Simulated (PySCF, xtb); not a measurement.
BaCl2, SMILES [Ba]([Cl])[Cl].

GFN2-xTB (xtb 6.7.1) at its own geometry gives an orbital gap of 1.72 eV and a dipole moment of 5.26 D.

Coordinates come from a B3LYP-D3(BJ)/def2-TZVP optimisation. The isomer is the one that the SMILES or the coordinates give; other isomers of the formula were not compared. The def2 effective core potentials stand for the cores of Ba; spin–orbit coupling is left out.

Question: What does r2SCAN/def2-TZVPD (PySCF) give? (An estimate is asked for; the answer gives what the named calculation found.)

Answer: gap 4.77 eV (levels -6.56 and -1.79 eV), dipole 7.27 D.
